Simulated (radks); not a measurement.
Sr9+, 29 electrons, occupied as [Ar] 3d10 4s1 (the NIST ground configuration). Method: non-relativistic Kohn-Sham, LDA (Slater exchange, Perdew-Wang correlation), spin-unpolarised, spherical densities, point nucleus; relativity is left out, which matters for an element this heavy; computed with a radial shooting solver on a logarithmic mesh with Libxc functionals.

X-ray form factor f0, the Fourier transform of the density (f0(0) = 29):

| sin(theta)/lambda (1/angstrom) | f0 (electrons) |
|---|---|
| 0.05 | 28.871 |
| 0.1 | 28.492 |
| 0.15 | 27.885 |
| 0.2 | 27.081 |
| 0.25 | 26.118 |
| 0.3 | 25.037 |
| 0.4 | 22.667 |
| 0.5 | 20.217 |
| 0.6 | 17.849 |
| 0.8 | 13.708 |
| 1 | 10.603 |
| 1.25 | 8.108 |
| 1.5 | 6.692 |
| 2 | 5.225 |
